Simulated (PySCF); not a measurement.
Sb(F)2(OMe) (CH3F2OSb), SMILES [O]([Sb]([F])[F])C. Heavy atoms are numbered as in [Sb:1]([F:2])([F:3])[O:4][CH3:5]. Hydrogens are named by the atom that carries them.

Geometry optimised at B3LYP-D3(BJ)/def2-SVP. The structure was generated by enumeration; whether it is a known compound was not checked. The def2 effective core potentials stand for the cores of Sb; spin–orbit coupling is left out. Other conformers were not sampled.

Calculation: PBE/def2-TZVP (PySCF).

ESP charges are fitted to the potential on shells at 1.4 to 2.0 van der Waals radii. Atomic charges (e), one atom of each kind:

| atom | ESP fit | Löwdin | Mulliken |
|---|---|---|---|
| Sb1 | 0.70 | 0.74 | 1.14 |
| F2 | -0.28 | -0.27 | -0.43 |
| O4 | -0.30 | -0.13 | -0.46 |
| C5 (CH3) | -0.18 | -0.40 | -0.22 |
| H on C5 | 0.11 | 0.11 | 0.13 |
